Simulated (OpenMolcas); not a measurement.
An OpenMolcas run meant for C II (ANO-RCC-VDZ, DKH2; inactive shells 1s; intended active space 3 electrons in 4 orbitals (2s 2p)). One step of its input:

```
&CASPT2
Multistate=1 1
Frozen=0 0
IPEA=0.25
Imaginary=1.5
MaxIter=60
WThr=0.0 0.3 0.05
PrWF=0.5
NoMix
```

The run finished. Its levels beside those of a sound run (SS-CASPT2, IPEA 0.25 Eh, imaginary shift 0.1 Eh (closed shells correlated: 1s)), in cm-1 above each run's lowest level:

| Level | This run | Usual run |
| --- | --- | --- |
| 2s2 2p 2P* 1/2 | 0.0 | 0.0 |
| 2s2 2p 2P* 3/2 | 56.8 | 56.8 |
| 2s 2p2 4P 1/2 | 38319 | 38423 |
| 2s 2p2 4P 3/2 | 38340 | 38445 |
| 2s 2p2 4P 5/2 | 38376 | 38481 |
| 2s 2p2 2D 3/2 | 80586 | 80451 |
| 2s 2p2 2D 5/2 | 80586 | 80451 |
| 2s 2p2 2S 1/2 | 101319 | 99938 |
| 2s 2p2 2P 1/2 | 120703 | 120645 |
| 2s 2p2 2P 3/2 | 120742 | 120685 |
| 2p3 4S* 3/2 | 139450 | 139425 |
| 2p3 2D* 3/2 | 161224 | 161009 |
| 2p3 2D* 5/2 | 161224 | 161009 |
| 2p3 2P* 1/2 | 183356 | 182334 |

**Question.** Which setting is unsound, and how much does it matter here?

**Answer.** The level shift is far above the usual 0.1 to 0.3 hartree and damps the second-order energy. Against the sound run the excited levels shown move by 270 cm-1 on average and by 1400 cm-1 at most.

CASPT2 does not keep the components of a term degenerate, so their means are used; among the terms shown or strongly mixed into the levels shown the widest spread is 32 cm-1 (2p3 2D*, the sound run). Only configurations of the active space appear.

* marks odd parity.
